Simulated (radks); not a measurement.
Species: neutral erbium. Configuration: [Xe] 4f12 6s2 (the NIST ground configuration).

Method: scalar-relativistic Kohn-Sham, r2SCAN, spin-polarised, spherical densities, finite nucleus; open shells are filled with parallel spins first (spin-orbit coupling, left out, can overturn this in heavy ions); meta-GGA in the generalised Kohn-Sham scheme; Fermi nuclear charge, rms radius 5.2516 fm; computed with a radial shooting solver on a logarithmic mesh with Libxc functionals.

Energy parts (hartree):
total: -13086.4014
kinetic: 14185.9523
electron-nucleus: -32115.4046
Hartree: 5121.1703
exchange-correlation: -278.1194

Orbitals (lengths in bohr, moments of r in powers of bohr):
| orbital | occ. | eigenvalue (hartree) | <r^2> |
|---|---|---|---|
| 1s up | 1 | -2111.041 | 0.0005681 |
| 1s down | 1 | -2111.040 | 0.0005681 |
| 2s up | 1 | -355.5029 | 0.008833 |
| 2s down | 1 | -355.5028 | 0.008833 |
| 2p up | 3 | -314.3173 | 0.007189 |
| 2p down | 3 | -314.3170 | 0.007189 |
| 3s up | 1 | -79.99393 | 0.05790 |
| 3s down | 1 | -79.95272 | 0.05786 |
| 3p up | 3 | -67.40207 | 0.05835 |
| 3p down | 3 | -67.36083 | 0.05830 |
| 3d up | 5 | -51.62436 | 0.04877 |
| 3d down | 5 | -51.59270 | 0.04872 |
| 4s up | 1 | -15.98853 | 0.2916 |
| 4s down | 1 | -15.90114 | 0.2917 |
| 4p up | 3 | -11.82826 | 0.3305 |
| 4p down | 3 | -11.74149 | 0.3306 |
| 4d up | 5 | -6.23060 | 0.3958 |
| 4d down | 5 | -6.14410 | 0.3965 |
| 4f up | 7 | -0.14886 | 0.9227 |
| 4f down | 5 | -0.07364 | 1.032 |
| 5s up | 1 | -1.98292 | 1.767 |
| 5s down | 1 | -1.94461 | 1.792 |
| 5p up | 3 | -1.01924 | 2.519 |
| 5p down | 3 | -0.99440 | 2.564 |
| 6s up | 1 | -0.14529 | 18.66 |
| 6s down | 1 | -0.14276 | 19.14 |

The highest occupied level is 4f down at -2.004 eV. The spin density at the nucleus is 4.580 e/bohr^3 (1s 0.006, 2s -0.276, 3s -8.069, 4s 2.307, 5s 9.674, 6s 0.937). Summed over all electrons, <r^2> = 75.77 bohr^2, which gives a Langevin (diamagnetic) susceptibility term of -60 x 10^-6 cm^3/mol. For comparison, the ionisation energy in NIST's Atomic Spectra Database is 6.108 eV (measured). In exact Kohn-Sham theory the highest level is minus the ionisation energy, but local and semilocal functionals leave it too shallow, through self-interaction and a potential that decays too fast; potentials with the right tail come closer. The density falls to 0.001 e/bohr^3 at r = 5.15 bohr. Spin moment in Bohr magnetons: 2.
